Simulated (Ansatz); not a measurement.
A made-up structure of NaMgSiH2F, closed shell:

```
atom    x (Å)    y (Å)    z (Å)
  F1  -0.4275  -2.4254   0.3616
 Mg2   0.7510  -1.1025   0.9104
 Si3   0.0503   1.0765  -0.2705
 Na4  -1.6075  -1.1572  -0.9473
  H5   1.3272   1.5495  -0.9184
  H6   1.9673  -1.2358   2.1192
```

It is relaxed with PBE-D4/def2-SVP and then PBE0-D4/def2-TZVP (Ansatz 0.2.0). Atoms count as bonded within 1.22 times the sum of their covalent radii (H–H: 0.88 Å). The end point is not checked to be a true minimum.

Does its bonding change? (A judgement: the text doesn't fix the answer.)

Computed: No: no bond forms or breaks.

Where it ends: The first stage lowers the energy by 0.52 eV in 10 steps. It ends as NaMgSiH₂F ([F]1[Na][SiH][MgH]1):
```
atom    x (Å)    y (Å)    z (Å)
  F1  -0.5562  -2.1014   0.4753
 Mg2   0.9627  -1.1665   1.0834
 Si3   0.2683   0.7828  -0.6867
 Na4  -1.7345  -1.2028  -1.0028
  H5   1.0348   2.0633  -0.9011
  H6   2.0856  -1.6703   2.2870
```

Labels in which every atom is bracketed show which atoms are joined, not bond orders.

For scale, one of the runs: PBE0-D4/def2-TZVP relaxation, 144 basis functions, launched by `ansatz run in.yaml --threads 2 --pin off --events-out ev --progress --plain --max-ram 4352MiB`. Hardware: 2 CPU threads of an Arm Neoverse V2, shared host. Wall time about 26 s.
